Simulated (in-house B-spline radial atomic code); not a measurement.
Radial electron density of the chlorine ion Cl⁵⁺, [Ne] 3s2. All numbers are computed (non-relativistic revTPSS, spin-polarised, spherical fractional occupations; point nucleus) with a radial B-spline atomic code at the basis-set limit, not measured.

Columns: r (bohr), 4πr²n(r) (electrons per bohr), bar.

```
 0.00338   0.4144 #
 0.00403   0.5762 #
 0.00481   0.7994 ##
 0.00574    1.103 ##
 0.00684    1.509 ###
 0.00816    2.053 #####
 0.00973    2.768 ######
  0.0116    3.692 ########
  0.0138    4.849 ###########
  0.0165    6.325 ##############
  0.0197    8.091 ##################
  0.0235    10.12 #######################
   0.028    12.35 ############################
  0.0334    14.65 #################################
  0.0398    16.79 ######################################
  0.0474     18.5 ##########################################
  0.0566    19.49 ############################################
  0.0675     19.5 ############################################
  0.0804     18.5 ##########################################
  0.0959    16.71 ######################################
   0.114    14.73 #################################
   0.136    13.25 ##############################
   0.163    13.03 #############################
   0.194    14.27 ################################
   0.231    16.47 #####################################
   0.276    18.54 ##########################################
   0.329    19.11 ###########################################
   0.392    17.46 #######################################
   0.468    13.82 ###############################
   0.558    9.404 #####################
   0.665    5.602 #############
   0.793     3.29 #######
   0.946    2.406 #####
    1.13    2.175 #####
    1.35     1.85 ####
     1.6    1.269 ###
    1.91   0.6282 #
    2.28   0.2188 
    2.72  0.05169 
    3.24 0.007775 
    3.87 0.0006586 
    4.61 3.034e-05
```

On this grid the curve has 2 maxima, near 0.0675, 0.329 bohr.

The 2p down radial function P(r) = rR(r), positive near the nucleus:

```csv
r (bohr),P
0.00338,0.001725
0.00481,0.003451
0.00684,0.006861
0.00973,0.01355
0.0138,0.02635
0.0197,0.05112
0.028,0.09644
0.0398,0.177
0.0566,0.3127
0.0804,0.5232
0.114,0.8131
0.163,1.158
0.231,1.439
0.329,1.511
0.468,1.268
0.665,0.7946
0.946,0.334
1.35,0.08211
1.91,0.009914
```
